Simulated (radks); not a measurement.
Results of a calculation; reference values are marked as such.
Effect of the nuclear size on the aluminium ion Al2+, [Ne] 3s1. Level of theory: Dirac Kohn-Sham, exchange-only LDA, spin-unpolarised, spherical densities, finite nucleus; Fermi nuclear charge, rms radius 3.061 fm (a radial shooting solver on a logarithmic mesh with Libxc functionals). The rms radius is varied about that value; shifts are against it.

| rms radius (fm) | total energy shift (eV) | density at nucleus (e/bohr^3) | 1s1/2 shift (meV) |
|---|---|---|---|
| 2.5345 | -0.00116 | 1489 | -0.483 |
| 2.9416 | -0.000281 | 1486 | -0.117 |
| 3.061 | 0 | 1486 | 0.000 |
| 3.2845 | 0.000556 | 1485 | 0.232 |
| 3.4253 | 0.000926 | 1484 | 0.386 |

Slopes of the eigenvalues against <r^2> in GHz/fm^2, as finite differences over the two radii next to the reference (eigenvalue slopes, not the field-shift constants of lines): 1s1/2 39.6.
